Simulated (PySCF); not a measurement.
Compound: (F)2Zr(OSiH2)2O (singlet state).
Bonds: Zr1–F2, Zr1–F3, Zr1–O4, Zr1–O8, O4–Si5, Si5–O6, O6–Si7, Si7–O8. Hydrogens: H9, H10 on Si5; H11, H12 on Si7.

Level of theory: PBE0-D3(BJ)/def2-SVP geometry optimisation, gas phase, def2 core potentials past Kr (PySCF).

(1) What internal coordinates does the optimisation give?

Results:

(1) 
```tsv
bond	length (Å)
Zr1–F2, Zr1–F3	1.911
Zr1–O4, Zr1–O8	1.939
O4–Si5, Si7–O8	1.671
Si5–O6, O6–Si7	1.661
Si5–H9 and 3 like bonds	1.485
```

Bonds in one row agree within 0.01 Å and their mean is given. A selection of angles:
```tsv
angle	degrees
F2–Zr1–F3	112.5
F2–Zr1–O4	112.1
O4–Zr1–O8	96.8
Zr1–O4–Si5	135.1
O4–Si5–O6	107.2
O4–Si5–H9	109.4
O6–Si5–H9	109.2
H9–Si5–H10	112.1
Si5–O6–Si7	138.6
```

Torsions: F2–Zr1–O4–Si5 -118° (anticlinal); F2–Zr1–O8–Si7 119° (anticlinal); Zr1–O4–Si5–O6 0° (synperiplanar); O4–Si5–O6–Si7 0° (synperiplanar); Si5–O6–Si7–O8 1° (synperiplanar); O6–Si7–O8–Zr1 -2° (synperiplanar).

Si5 (silicon bonded to 2 O and 2 H) is tetrahedral (angles from 107.2° to 112.1°). O4 (oxygen bonded to Si and Zr) is bent (angle 135.1°). Zr1 (zirconium bonded to 2 F and 2 O) has angles from 96.8° to 112.5°.

No PBE0-D3(BJ)/def2-SVP frequencies stand behind this structure, so it isn't proved a minimum.
